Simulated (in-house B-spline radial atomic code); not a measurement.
## LDA VWN5 excitations of Xe18+

Method: LDA VWN5. Computed with a B-spline radial code for spherical atoms: linear response of the closed shell [Ar] 3d10 4s2 4p6 with the functional's adiabatic kernel; non-relativistic, point nucleus, no spin-orbit coupling, no double excitations, S, P, D and F terms only; shells from n = 2 respond. Only terms of natural parity with L up to 3 were computed.

Without relativity these are model numbers for so heavy an element.

Command:
```bash
python run_td.py task.json out
```
Settings (radii: box in bohr, nucleus in fm):
```
Z                        54
electrons                36
configuration            [Ar] 3d10 4s2 4p6
hamiltonian              nr
method                   lda,vwn
box_radius               6.14
intervals                52
```

Cost of the run: 0.5 s on 1 thread of Intel(R) Xeon(R) 6975P-C (Granite Rapids), with other jobs on the host.

The lowest states, in the order of their Tamm-Dancoff energies; the method's threshold (minus the highest occupied level) is 534.00 eV. Labels give the largest channel, * marks a mixed state, and oscillator strengths are full-response dipole values. Semilocal kernels can invert the small singlet-triplet splittings of Rydberg terms. Energies in eV:

```json
{"state": "4p → 4d 3P", "full response": "78.80", "Tamm-Dancoff": "78.89", "oscillator strength": "-"}
{"state": "4p → 4d 3F", "full response": "80.08", "Tamm-Dancoff": "80.15", "oscillator strength": "-"}
{"state": "4p → 4d 1F", "full response": "84.94", "Tamm-Dancoff": "85.02", "oscillator strength": "-"}
{"state": "4p → 4d 1P", "full response": "103.68", "Tamm-Dancoff": "107.16", "oscillator strength": "3.78"}
{"state": "4s → 4d 3D", "full response": "127.60", "Tamm-Dancoff": "127.64", "oscillator strength": "-"}
{"state": "4s → 4d 1D", "full response": "133.56", "Tamm-Dancoff": "133.75", "oscillator strength": "-"}
{"state": "4p → 4f 3D", "full response": "175.95", "Tamm-Dancoff": "176.00", "oscillator strength": "-"}
{"state": "4p → 4f 1D", "full response": "186.59", "Tamm-Dancoff": "186.96", "oscillator strength": "-"}
{"state": "4s → 4f 3F", "full response": "224.24", "Tamm-Dancoff": "224.27", "oscillator strength": "-"}
{"state": "4p → 5s 3P", "full response": "226.72", "Tamm-Dancoff": "226.73", "oscillator strength": "-"}
{"state": "4s → 4f 1F", "full response": "227.64", "Tamm-Dancoff": "227.68", "oscillator strength": "-"}
{"state": "4p → 5s 1P", "full response": "228.00", "Tamm-Dancoff": "228.05", "oscillator strength": "0.494"}
{"state": "4p → 5p 3S", "full response": "245.80", "Tamm-Dancoff": "245.82", "oscillator strength": "-"}
{"state": "4p → 5p 3D", "full response": "247.09", "Tamm-Dancoff": "247.10", "oscillator strength": "-"}
{"state": "4p → 5p 1D", "full response": "247.98", "Tamm-Dancoff": "247.99", "oscillator strength": "-"}
{"state": "4p → 5p 1S", "full response": "?", "Tamm-Dancoff": "?", "oscillator strength": "-"}
{"state": "4s → 5s 3S", "full response": "?", "Tamm-Dancoff": "?", "oscillator strength": "-"}
{"state": "4s → 5s 1S", "full response": "277.37", "Tamm-Dancoff": "277.55", "oscillator strength": "-"}
{"state": "4p → 5d 3P", "full response": "281.94", "Tamm-Dancoff": "281.95", "oscillator strength": "-"}
{"state": "4p → 5d 3F", "full response": "282.41", "Tamm-Dancoff": "282.41", "oscillator strength": "-"}
{"state": "4p → 5d 1F", "full response": "282.88", "Tamm-Dancoff": "282.88", "oscillator strength": "-"}
{"state": "4p → 5d 1P", "full response": "284.05", "Tamm-Dancoff": "284.15", "oscillator strength": "0.524"}
```

(1) Where does 4p → 5p 1S lie?

(2) Where does 4s → 5s 3S lie?

(3) How large is the singlet-triplet splitting of 4p → 4d (F terms) in Tamm-Dancoff?

(4) What polarisabilities and dispersion coefficient does the method give?

## Answers

(1) At 253.99 eV in full response, 254.28 eV in Tamm-Dancoff.

(2) At 273.92 eV in full response, 273.92 eV in Tamm-Dancoff.

(3) 4.87 eV, from the unrounded values.

(4) Dipole 0.2947 bohr³, quadrupole 0.132 bohr⁵, C6 0.2911 hartree·bohr⁶ for two such species.
